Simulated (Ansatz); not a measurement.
Calculated with Ansatz (gas phase, PBE0-D4/def2-TZVP geometries, no zero-point term in ΔE). CBS: MP2 limit from def2 TZ/QZ plus the TZ coupled-cluster correction, frozen cores. This one scheme is used for every species. DFT in def2-TZVPP. B3LYP here is the variant with VWN-RPA as its local correlation; programs differ in this. One conformer a species, not always the lowest.

`C=C([SiH3])SC` + `[BH2][AlH2]` → `[BH2][AlH][SiH3]` + `C=CSC`  (formal exchange of groups at the Si–C bond)

**Question.** Is it downhill or uphill in electronic energy at CCSD(T)/CBS, and by how much? (An estimate is asked.)

**Answer.** Computed: Downhill: ΔE = -1.9 kcal/mol.

**Question.** What do these levels give: PBE-D4, B2PLYP, r2SCAN, B3LYP, CCSD/def2-TZVPP, MP2/CBS(def2)? (An estimate is asked.)

**Answer.** Ansatz gave: PBE-D4 -5.4, B2PLYP -2.8, r2SCAN -4.3, B3LYP -4.9, CCSD/def2-TZVPP -2.7, MP2/CBS(def2) 0.6 kcal/mol.

Largest T1 diagnostic among the species: 0.013.

The D4 term adds +2.7 kcal/mol with B3LYP and +1.4 kcal/mol with PBE0; it sums over pairs of atoms, weighted by their polarisabilities, and B3LYP, whose exchange is more repulsive, gets the larger term. From PBE to PBE0 (25 % exact exchange), in def2-TZVPP and without D4, ΔE moves by +1.0 kcal/mol.
